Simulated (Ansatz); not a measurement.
Consider the substitution at a C–C bond: `CC(C)CCC(C)C` + `N[SiH2][AlH2]` → `CN[SiH2][AlH2]` + `CCCCC(C)C`.

Program: Ansatz. Geometries: PBE0-D4/def2-TZVP. ΔE: electronic, gas phase. CBS: MP2 limit from def2 TZ/QZ plus the TZ coupled-cluster correction, frozen cores. Functionals use def2-TZVPP. Each species was taken in one conformer, which may not be the lowest.

```
             level  ΔE (kJ/mol)
               PBE         39.7
            r2SCAN         45.8
CCSD(T)/def2-TZVPP         50.1
SCS-MP2/def2-QZVPP         50.0
```

Problem. What does CCSD(T)/CBS give? (Best estimate.)

Solution. Computed: +50.9 kJ/mol. The listed levels differ from it by -11.2, -5.1, -0.8, -0.9 kJ/mol.

Largest T1 diagnostic among the species: 0.011.

In def2-TZVPP, CCSD(T) changes the Hartree–Fock value by +11.6 kJ/mol (the triples alone add +1.2 kJ/mol) and MP2 by +16.0 kJ/mol. The D4 term adds +4.0 kJ/mol with B3LYP and +2.3 kJ/mol with PBE0; it sums over pairs of atoms, weighted by their polarisabilities, and B3LYP, whose exchange is more repulsive, gets the larger term.

B3LYP here is the variant with VWN-RPA as its local correlation; programs differ in this.
